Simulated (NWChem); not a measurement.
The numbers come from NWChem runs, not from measurements. System: C₃H₅ClSi, charge 0, spin multiplicity 1, at a geometry optimised with PBE0/def2-SVP. The structure started from a generated list of species. Level: MP2/def2-TZVP, 13 core orbitals frozen.

Job file:

```
start mol
memory heap 200 mb stack 800 mb global 1000 mb
geometry units angstroms nocenter noautoz noautosym
  Si    -2.461874    -0.106955    -0.686771
  C     -1.169434    -0.640582     0.569993
  C      0.115608    -0.592049     0.324560
  C      1.392141    -0.542618     0.036830
  Cl     2.379263     0.849454     0.349059
  H     -1.779235     0.346975    -1.931464
  H     -3.288703     1.002005    -0.120968
  H     -3.370261    -1.254192    -0.992746
  H     -1.499298    -1.004831     1.554528
  H      1.926375    -1.381802    -0.416857
end
basis spherical
  * library def2-tzvp
end
scf
  rhf
  nopen 0
  maxiter 100
  thresh 1e-7
  semidirect memsize 60000000 filesize 0
end
mp2
  freeze core 13
end
task mp2 energy
```

NWChem printed:

```
             Northwest Computational Chemistry Package (NWChem) 7.3.0
             --------------------------------------------------------

                                NWChem Input Module
                                -------------------

 Scaling coordinates for geometry "geometry" by  1.889725989
 (inverse scale =  0.529177249)

                             Geometry "geometry" -> ""
                             -------------------------

 Output coordinates in angstroms (scale by  1.889725989 to convert to a.u.)

  No.       Tag          Charge          X              Y              Z
 ---- ---------------- ---------- -------------- -------------- --------------
    1 Si                  14.0000    -2.46187400    -0.10695500    -0.68677100
    2 C                    6.0000    -1.16943400    -0.64058200     0.56999300
    3 C                    6.0000     0.11560800    -0.59204900     0.32456000
    4 C                    6.0000     1.39214100    -0.54261800     0.03683000
    5 Cl                  17.0000     2.37926300     0.84945400     0.34905900
    6 H                    1.0000    -1.77923500     0.34697500    -1.93146400
    7 H                    1.0000    -3.28870300     1.00200500    -0.12096800
    8 H                    1.0000    -3.37026100    -1.25419200    -0.99274600
    9 H                    1.0000    -1.49929800    -1.00483100     1.55452800
   10 H                    1.0000     1.92637500    -1.38180200    -0.41685700

 Effective nuclear repulsion energy (a.u.)     227.8967623771

            Nuclear Dipole moment (a.u.)
            ----------------------------
        X                 Y               Z
 ---------------- ---------------- ----------------
     0.0000056692     0.0000170075     0.0000000000


 Summary of "ao basis" -> "" (spherical)
 ------------------------------------------------------------------------------
       Tag                 Description            Shells   Functions and Types
 ---------------- ------------------------------  ------  ---------------------
 *                         def2-tzvp                  on all atoms
[...]
  Active beta occupied  =     14
  Active alpha virtual  =    170
  Active beta virtual   =    170
  Use MO symmetry       = F
  Use skeleton AO sym   = F

  AO/Fock/Back tols     =   1.0D-09  1.0D-09  1.0D-09

 GA uses MA = F    GA memory limited = T

 Available:
  local mem=  1.15D+08
 global mem=  1.31D+08
 local disk=  0.00D+00
  mp2_memr nvloc                   170
  nvloc new                   170
   1 passes of  14:        5242880                     198122                 143747869.
   1 passes of  14: M    114678553           G      130994382           F     109435673.
  mp2_memr nvloc                   170
  nvloc new                   170
   2 passes of   7:        5242880                     138646                  71907093.
   2 passes of   7: M    114678553           G      130994382           F     109435673.

 Semi-direct pass number   1 of   2  for RHF alpha+beta  at      137.5s
  vrange nnbf                 17756
  mp2_eaftype                   274  avail_ma_in_mb                   999
 EAF : mp2_eaftype filesize         274   35953546.
  mp2_eaf for mointskh                    274
Node 0 wrote    169.0 Mb in      0.1 s     Agg I/O rate:  1258.1 Mb/s
 Done moints_semi at      165.7s
  mp2_eaftype                   274  avail_ma_in_mb                   725
 EAF : mp2_eaftype filesize         274   35953546.
  mp2_eaf for kh                   274
 Done maket at      166.6s
 Semi-direct pass number   2 of   2  for RHF alpha+beta  at      166.6s
  vrange nnbf                 17756
  mp2_eaftype                   274  avail_ma_in_mb                   725
 EAF : mp2_eaftype filesize         274   35953546.
  mp2_eaf for mointskh                    274
Node 0 wrote    169.0 Mb in      0.1 s     Agg I/O rate:  1499.4 Mb/s
 Done moints_semi at      192.7s
  mp2_eaftype                   274  avail_ma_in_mb                   725
 EAF : mp2_eaftype filesize         274   35953546.
  mp2_eaf for kh                   274
 Done maket at      193.4s
 Done multipass loop at      193.4s

          -------------------------------------------
          SCF energy                -864.943024520220
          Correlation energy          -0.762348219529
          Singlet pairs               -0.496205376212
          Triplet pairs               -0.266142843317
          Total MP2 energy          -865.705372739749
          -------------------------------------------

          ---------------------------------------------------
                    Spin Component Scaled (SCS) MP2
          Same spin pairs                     -0.177428562211
          Same spin scaling factor             0.333333333333
          Opposite spin pairs                 -0.584919657318
          Opposite spin scaling fact.          1.200000000000
          SCS-MP2 correlation energy          -0.761046442852
          Total SCS-MP2 energy              -865.704070963071
          ---------------------------------------------------

 -----------------------
 Performance information
 -----------------------

 Timer overhead =  1.77D-07 seconds/call

               Nr. of calls         CPU time (s)                 Wall time (s)                GFlops
             ---------------    -------------------     ------------------------------   -------------------
Name         Min   Avg   Max    Min     Avg     Max     Min     Avg     Max   Mx/calls   Min     Max     Sum
mp2: moin     2     2     2    54.     54.     54.      54.     54.     54.     27.      0.0     0.0     0.0
mp2: make     2     2     2    1.6     1.6     1.6      1.6     1.6     1.6    0.79      0.0     0.0     0.0
mp2: tota     1     1     1    56.     56.     56.      56.     56.     56.     56.      0.0     0.0     0.0

 The average no. of pstat calls per process was 5.00D+00
 with a timing overhead of 8.85D-07s

 Task  times  cpu:      193.3s     wall:      193.3s

 Total times  cpu:      193.4s     wall:      193.4s
```
